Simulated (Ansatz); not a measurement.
System: SiHBrF, charge 0, doublet. SiHBrF (SMILES [SiH](F)Br, doublet).
B3LYP-D3(BJ)/def2-TZVP minimum from Ansatz (a first-principles code):
```
Si
F 1 1.6033
H 1 1.4894 2 106.85
Br 1 2.2298 3 108.31 2 117.10
```
Charge 0, spin multiplicity 2.

Total energies in def2-SVP, 19 correlated electrons, 20 frozen orbitals. Radicals and triplets start from unrestricted determinants; spin-orbit coupling is neglected. Cores are frozen in correlated methods (noble-gas shells, and filled d and f shells in the p block). No relativity. Spin-orbit terms, left out, reach several kcal/mol for Br and I, and more for heavier atoms.

| method | program | energy (Eh) | minus CCSDT(Q) (mEh) |
|---|---|---|---|
| HF | Ansatz | -2960.94250 | 413.80 |
| MP2 | Ansatz | -2961.32328 | 33.01 |
| CCSD | Ansatz | -2961.34650 | 9.79 |
| CCSD(T) | Ansatz | -2961.35466 | 1.63 |
| CCSDT(Q) | Ansatz | -2961.35629 | 0.00 |

Rough core times of Ansatz's runs on a shared machine: CCSD(T) under 20 s, CCSDT(Q) 4 min.
